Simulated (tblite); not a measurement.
Species: C₅H₅N₃.
SMILES with atom numbers: `[CH2:1]=[CH:2][c:3]1[cH:4][n:5][cH:6][n:7][n:8]1` (hydrogens: H9, H10 on C1; H11 on C2; H12 on C4; H13 on C6)

Computed with GFN2-xTB (tblite), gas phase: L-BFGS steps from a force-field or distance-geometry start until the largest atomic force falls under 0.01 eV/Å.

Geometry at step 3:
```
atom  x, y, z in Å
C1      2.4365    0.6514   -0.3625
C2      1.5435   -0.0777    0.2978
C3      0.0876   -0.0362    0.0484
C4     -0.7704   -0.8479    0.8030
N5     -2.0727   -0.8405    0.6163
C6     -2.5125   -0.0181   -0.3359
N7     -1.7478    0.7584   -1.0673
N8     -0.4595    0.7555   -0.8784
H9      2.0815    1.3172   -1.1325
H10     3.4967    0.6129   -0.1656
H11     1.8705   -0.7645    1.0857
H12    -0.3736   -1.5018    1.5659
H13    -3.5841   -0.0082   -0.4927
```

Task: Give the atomic forces at this geometry.

Result: 
```json
{"atom": "C1", "Fx (eV/Å)": "-0.335", "Fy (eV/Å)": "0.065", "Fz (eV/Å)": "-0.106"}
{"atom": "C2", "Fx (eV/Å)": "-0.262", "Fy (eV/Å)": "-0.080", "Fz (eV/Å)": "0.058"}
{"atom": "C3", "Fx (eV/Å)": "0.423", "Fy (eV/Å)": "0.061", "Fz (eV/Å)": "-0.008"}
{"atom": "C4", "Fx (eV/Å)": "-0.128", "Fy (eV/Å)": "-0.153", "Fz (eV/Å)": "0.155"}
{"atom": "N5", "Fx (eV/Å)": "0.091", "Fy (eV/Å)": "-0.066", "Fz (eV/Å)": "0.080"}
{"atom": "C6", "Fx (eV/Å)": "-0.007", "Fy (eV/Å)": "-0.218", "Fz (eV/Å)": "0.247"}
{"atom": "N7", "Fx (eV/Å)": "0.229", "Fy (eV/Å)": "0.125", "Fz (eV/Å)": "-0.083"}
{"atom": "N8", "Fx (eV/Å)": "0.264", "Fy (eV/Å)": "0.052", "Fz (eV/Å)": "-0.045"}
{"atom": "H9", "Fx (eV/Å)": "0.143", "Fy (eV/Å)": "0.050", "Fz (eV/Å)": "-0.033"}
{"atom": "H10", "Fx (eV/Å)": "-0.160", "Fy (eV/Å)": "-0.034", "Fz (eV/Å)": "0.002"}
{"atom": "H11", "Fx (eV/Å)": "-0.279", "Fy (eV/Å)": "0.211", "Fz (eV/Å)": "-0.265"}
{"atom": "H12", "Fx (eV/Å)": "-0.089", "Fy (eV/Å)": "-0.124", "Fz (eV/Å)": "0.116"}
{"atom": "H13", "Fx (eV/Å)": "0.110", "Fy (eV/Å)": "0.111", "Fz (eV/Å)": "-0.117"}
```

The largest, 0.44 eV/Å, acts on H11 (C3 within 3 % of it); the rms over all components is 0.164 eV/Å. The forces sum to zero within rounding, as they must for an isolated molecule in no field.

Task: Give the force on H11 in Eh/bohr and in nN.

Result: 0.439 eV/Å ÷ 51.422 = 0.00853 Eh/bohr, and 0.439 eV/Å × 1.602 = 0.70 nN.

Task: How far is this geometry from the end of the optimisation?

Result: 0.047 eV above it, and 0.059 Å rms away after alignment. The bonds farthest from their final lengths, with half the difference of the two atoms' forces along the bond (positive lengthens):

```tsv
bond	now (Å)	final (Å)	force along bond (eV/Å)
C2–C3	1.478	1.454	-0.33
C2–H11	1.095	1.082	-0.21
C3–C4	1.402	1.408	+0.27
C6–N7	1.313	1.318	+0.26
N7–N8	1.302	1.298	+0.02
C1–H10	1.079	1.076	+0.10
```

The angle farthest from its final value is C2–C3–N8, 122.5° against 119.1°.

Of the 2 listed bonds off by 0.010 Å or more, this force points towards the final length in 2.

What follows is the cost of the whole relaxation. The run took 0.15 s of wall time on Intel Xeon Platinum 8375C at 2.90 GHz, one thread, shared host with 96 logical CPUs at a one-minute load of 36.
